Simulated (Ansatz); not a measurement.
`O[SiH]([SiH3])[AlH][Cl]` + H₂Te → `O[SiH]([SiH3])[TeH]` + `[AlH2][Cl]` at 500 K and 1 bar (cleavage of the Si–Al bond).

Program: Ansatz. Geometries: PBE0-D4/def2-TZVP. ΔE: electronic, gas phase. CBS: MP2 limit from def2 TZ/QZ plus the TZ coupled-cluster correction, frozen cores. This one scheme is used for every species. def2 core potentials past Kr. For Te outer-core shells are correlated without core-valence functions, which leaves a few kJ/mol of doubt a bond. Each species was taken in one conformer, which may not be the lowest.

| species | CCSD(T)/CBS energy (Eh) | H − E (kJ/mol) | S (J/(mol·K)) |
| --- | --- | --- | --- |
| `O[SiH]([SiH3])[AlH][Cl]` | -1358.83204 | 210.1 | 508.2 |
| H₂Te | -268.91024 | 48.9 | 247.6 |
| `O[SiH]([SiH3])[TeH]` | -924.72516 | 198.2 | 462.4 |
| `[AlH2][Cl]` | -703.04476 | 61.1 | 282.3 |

H − E and S are ideal-gas, rigid-rotor, harmonic terms from PBE0-D4/def2-TZVP, for one conformer and one mirror image of each species. 1 Eh = 2625.50 kJ/mol, R = 8.31446 J/(mol·K).

Task: By hand: ΔE, ΔH, ΔS and ΔG.

Result: ΔE = (-924.72516) + (-703.04476) − (-1358.83204) − (-268.91024) = -0.02764 Eh = -72.6 kJ/mol. Δ(H − E) = 198.2 + 61.1 − 210.1 − 48.9 = 0.3, so ΔH = -72.3 kJ/mol. ΔS = 462.4 + 282.3 − 508.2 − 247.6 = -11.1 J/(mol·K). ΔG = -72.3 − 500 × (-11.1)/1000 = -66.8 kJ/mol.

Task: By hand: the equilibrium constant, and the temperature at which ΔG would vanish if ΔH and ΔS stayed fixed.

Result: log₁₀ K = −ΔG/(RT ln 10) = 7.0. ΔG = 0 at ΔH/ΔS = 6514 K, far beyond where these terms or the molecules hold.

The number of gas molecules stays the same, so ΔS is small and ΔH decides. A doubt of 5 kJ/mol in ΔE shifts log₁₀ K by 0.5 here. Other conformers and mirror images would add mixing entropy, several J/(mol·K) or more a flexible species. Modes under 60 cm⁻¹, often nearly free rotors, make the harmonic entropy too high. These are equilibria of isolated gas molecules and say nothing of rates. Largest T1 diagnostic: 0.012 (customary marks: 0.02 for closed shells, 0.045 for open ones).
